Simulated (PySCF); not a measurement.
# Atomic charges by several schemes

C3H4NO2S (charge -1).
Cartesian coordinates in Å at the PBE0-D3(BJ)/def2-SVP level; atoms count from 1:
```xyz
11
C3H4NO2S angstrom
C     -1.449   -0.354   -0.277
S     -0.152    0.848    0.126
O     -0.491    2.030   -0.689
O     -0.232    0.937    1.594
C      1.331    0.235   -0.398
C      1.966   -0.806    0.274
N      2.509   -1.687    0.828
H     -1.213   -1.303    0.223
H     -1.486   -0.486   -1.366
H     -2.397    0.056    0.100
H      1.620    0.536   -1.405
```

Density: PBE0/pcSseg-1 (PySCF); schemes: Mulliken, IAO, Hirshfeld and ESP-fitted. Isolated species at its PBE0-D3(BJ)/def2-SVP geometry (one conformer only). The pcSseg-1 basis has no diffuse functions, a weakness for an anion.

Question: Do the Mulliken, IAO, Hirshfeld and ESP-fitted schemes agree on where the charge is lowest?

Answer: The schemes don't all agree: Mulliken O3 (-0.630); IAO O3 (-0.952); Hirshfeld O3 (-0.399); ESP-fitted C5 (-1.185).

Question: For which atoms does the sign change between the 4 schemes (beyond +0.03 e in one, beyond −0.03 e in another)?

Answer: For none.

Question: What partial charge does each atom carry?

Answer: In e:

```
atom                  environment  Mulliken     IAO  Hirshfeld  ESP-fitted
  C1              S-methyl carbon    -0.379  -0.634     -0.155      -0.672
  S2              sulfonyl sulfur    +0.971  +2.005     +0.449      +1.298
  O3              sulfonyl oxygen    -0.630  -0.952     -0.399      -0.644
  O4              sulfonyl oxygen    -0.603  -0.940     -0.389      -0.618
  C5  carbon bonded to C, S and H    -0.544  -0.774     -0.242      -1.185
  C6     carbon bonded to C and N    +0.088  +0.123     -0.007      +0.693
  N7         nitrogen bonded to C    -0.391  -0.427     -0.371      -0.714
  H8              methyl hydrogen    +0.136  +0.153     +0.038      +0.190
  H9              methyl hydrogen    +0.113  +0.144     +0.032      +0.176
 H10              methyl hydrogen    +0.119  +0.146     +0.033      +0.159
 H11               hydrogen on C5    +0.122  +0.155     +0.012      +0.316
```

Mean size of the charges over all atoms: ESP-fitted 0.606 e, IAO 0.587 e, Mulliken 0.372 e, Hirshfeld 0.193 e. Each set sums to the total charge, -1, to within 0.001 e. The IAO scheme projects the occupied orbitals on a minimal set of polarised atomic orbitals and counts the electrons in each atom's part of it. The ESP scheme fits charges at the nuclei, held to the total charge, to the electrostatic potential on points at 1.4 to 2.0 times the van der Waals radii.

Question: Sum the charges by element, for elements with more than one atom.

Answer: 
```tsv
element	atoms	Mulliken	IAO	Hirshfeld	ESP-fitted
C	3	-0.835	-1.285	-0.405	-1.164
O	2	-1.233	-1.891	-0.788	-1.262
H	4	+0.489	+0.599	+0.114	+0.842
```

Question: How closely do the schemes follow one another over all atoms?

Answer: Correlation coefficient and root-mean-square difference: Mulliken with IAO 0.99, 0.358 e; Mulliken with Hirshfeld 0.97, 0.225 e; IAO with Hirshfeld 0.95, 0.574 e; Mulliken with ESP-fitted 0.94, 0.319 e; IAO with ESP-fitted 0.90, 0.344 e; Hirshfeld with ESP-fitted 0.89, 0.500 e.

Question: How many electrons does the IAO scheme count on C5?

Answer: Z − q = 6 − (-0.774) = 6.774.
